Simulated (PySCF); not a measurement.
Geometry (Å), atoms numbered from 1 in this order:
```xyz
20

N    -0.708    2.586   -0.235
Si   -0.724    0.944   -0.791
C    -2.074    0.021    0.128
Si   -1.920   -1.855    0.090
C     0.969    0.271   -0.389
C     1.930    0.673    0.505
C     2.992   -0.278    0.429
C     2.599   -1.192   -0.505
O     1.393   -0.872   -1.001
H    -1.594    3.042   -0.047
H    -0.058    3.241   -0.658
H    -0.951    0.747   -2.262
H    -3.057    0.304   -0.286
H    -2.053    0.343    1.184
H    -1.782   -2.351   -1.313
H    -0.730   -2.297    0.877
H    -3.139   -2.486    0.687
H     1.866    1.552    1.143
H     3.924   -0.283    0.990
H     3.064   -2.089   -0.906
```

Geometry: PBE0-D3(BJ)/def2-SVP; GIAO shifts from PySCF 2.14.0 with density-fitted response routines, gas phase, non-relativistic, averaged over equivalent atoms.

At wB97X-D/pcSseg-1 (222 basis functions, 54 s wall time on 1 thread of an Arm Neoverse V1, shared host):
```json
{"atoms": "N1", "δ (ppm)": "13.0"}
{"atoms": "Si2", "δ (ppm)": "-26.6"}
{"atoms": "Si4", "δ (ppm)": "-69.9"}
{"atoms": "C5", "δ (ppm)": "160.0"}
{"atoms": "C8", "δ (ppm)": "153.8"}
{"atoms": "C6", "δ (ppm)": "130.5"}
{"atoms": "C7", "δ (ppm)": "116.3"}
{"atoms": "C3", "δ (ppm)": "-7.6"}
{"atoms": "O9", "δ (ppm)": "314.9"}
{"atoms": "H20", "δ (ppm)": "7.67"}
{"atoms": "H18", "δ (ppm)": "7.28"}
{"atoms": "H19", "δ (ppm)": "6.58"}
{"atoms": "H12", "δ (ppm)": "5.26"}
{"atoms": "H15/H16/H17", "δ (ppm)": "3.75"}
{"atoms": "H10/H11", "δ (ppm)": "0.29"}
{"atoms": "H13", "δ (ppm)": "-0.06"}
{"atoms": "H14", "δ (ppm)": "-0.13"}
```

References, each an isolated molecule treated in the same way: $^{15}$N (263.98 ppm) vs NH3; TMS for $^{29}$Si (352.93 ppm) and $^{13}$C (184.54 ppm) and $^{1}$H (31.38 ppm); $^{17}$O (333.19 ppm) vs H2O.

Problem. Predict the values at PBE0/pcSseg-1 on the same geometry.

Solution. 
```json
{"atoms": "N1", "δ at PBE0/pcSseg-1": "14.9", "change": "+1.9"}
{"atoms": "Si2", "δ at PBE0/pcSseg-1": "-27.3", "change": "-0.7"}
{"atoms": "Si4", "δ at PBE0/pcSseg-1": "-71.2", "change": "-1.3"}
{"atoms": "C5", "δ at PBE0/pcSseg-1": "159.0", "change": "-1.0"}
{"atoms": "C8", "δ at PBE0/pcSseg-1": "152.3", "change": "-1.5"}
{"atoms": "C6", "δ at PBE0/pcSseg-1": "129.1", "change": "-1.4"}
{"atoms": "C7", "δ at PBE0/pcSseg-1": "115.4", "change": "-0.9"}
{"atoms": "C3", "δ at PBE0/pcSseg-1": "-7.0", "change": "+0.6"}
{"atoms": "O9", "δ at PBE0/pcSseg-1": "320.4", "change": "+5.5"}
{"atoms": "H20", "δ at PBE0/pcSseg-1": "7.68", "change": "+0.01"}
{"atoms": "H18", "δ at PBE0/pcSseg-1": "7.27", "change": "-0.01"}
{"atoms": "H19", "δ at PBE0/pcSseg-1": "6.58", "change": "+0.00"}
{"atoms": "H12", "δ at PBE0/pcSseg-1": "5.39", "change": "+0.13"}
{"atoms": "H15/H16/H17", "δ at PBE0/pcSseg-1": "3.78", "change": "+0.03"}
{"atoms": "H10/H11", "δ at PBE0/pcSseg-1": "0.26", "change": "-0.03"}
{"atoms": "H13", "δ at PBE0/pcSseg-1": "0.04", "change": "+0.10"}
{"atoms": "H14", "δ at PBE0/pcSseg-1": "-0.06", "change": "+0.07"}
```

Shifts are taken against calculated references (same method and geometry level): NH3 for $^{15}$N (σref 265.67); $^{29}$Si (σref 351.99), $^{13}$C (σref 184.41), $^{1}$H (σref 31.27) against TMS; H2O for $^{17}$O (σref 334.56).

The largest change is at O9 (aromatic ring oxygen). Cost: 222 basis functions, 45 s wall time on 1 thread of an Arm Neoverse V1, shared host. The order of the carbon signals is the same at both levels.

Unscaled 17O shifts of doubly bonded oxygen tend to come out too high, by tens of ppm or more. Experimental scales use liquid or dissolved standards, which lie at an offset from isolated NH3 (liquid NH3: subtract about 20 ppm) and H2O (liquid H2O: subtract about 36 ppm).
